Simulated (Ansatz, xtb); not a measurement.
**Relative energy of two isomers of C5H9NO2**

Structure X: `CC[C@@H](C=O)C(N)=O`, a singlet. Structure Y: `CC/C(=C/O)C(N)=O`, a singlet. Both are isolated molecules in the gas phase, relaxed with r2SCAN-D4/def2-SVP, each in the lowest conformer that the search found.

Quicker runs give these differences E(Y) − E(X): GFN2-xTB −0.245 eV; HF/STO-3G +0.148 eV (at GFN2-xTB geometries); r2SCAN-D4/def2-SVP//GFN2-xTB −0.235 eV.

Estimate which is lower in electronic energy at CCSD(T)/def2-SVP + ΔMP2/def2-TZVPP, and by roughly how much.

CCSD(T)/def2-SVP + ΔMP2/def2-TZVPP gives E(Y) − E(X) = −0.083 eV, favouring structure Y, but this leans on the basis-set step: CCSD(T) alone gives +0.066 eV.

The same difference at several levels:

```tsv
level	geometry	E(Y) − E(X) (eV)	departure from the last row (eV)	job, with rough time for the two
GFN2-xTB	GFN2-xTB	−0.245	−0.162	optimisation, 1.3 s
HF/STO-3G	GFN2-xTB	+0.148	+0.230	single point, 3.1 s
r2SCAN-D4/def2-SVP//GFN2-xTB	GFN2-xTB	−0.235	−0.153	single point, 17 s
r2SCAN-D4/def2-SVP	r2SCAN-D4/def2-SVP	−0.240	−0.157	optimisation, 3.3 min
HF/def2-SVP	r2SCAN-D4/def2-SVP	+0.118	+0.200	part of the CCSD(T) run
MP2/def2-SVP	r2SCAN-D4/def2-SVP	+0.016	+0.099	part of the CCSD(T) run
CCSD(T)/def2-SVP	r2SCAN-D4/def2-SVP	+0.066	+0.149	single point
CCSD(T)/def2-SVP + ΔMP2/def2-TZVPP	r2SCAN-D4/def2-SVP	−0.083		single point, 9.2 min
```

As drawn, Y has 1 C=C, 1 C–O, 1 O–H in place of 1 C–C, 1 C=O, 1 C–H.

HF/STO-3G, HF/def2-SVP, CCSD(T)/def2-SVP put the two in the other order. MP2/def2-SVP finds them nearly level. The largest departure from CCSD(T)/def2-SVP + ΔMP2/def2-TZVPP is that of HF/STO-3G, 0.230 eV. The last row adds to CCSD(T) the change of the MP2 difference between the two basis sets, here −0.149 eV, a large step that makes the value less sure.

With thermal terms from frequencies at re-optimised GFN2-xTB minima (ideal gas, soft modes damped towards free rotors, one conformer each, 298.15 K, 1 atm): the zero-point term adds +0.006 eV; ΔH is −0.085 and ΔG −0.057 eV.

The correlated steps freeze 8 core orbitals. Mirror images aren't counted in ΔG. Codes used: Ansatz 0.2.0, xtb 6.7.1; the last row on 2 threads of Intel(R) Xeon(R) Processor @ 2.50GHz (Skylake/Cascade Lake) on a shared host.
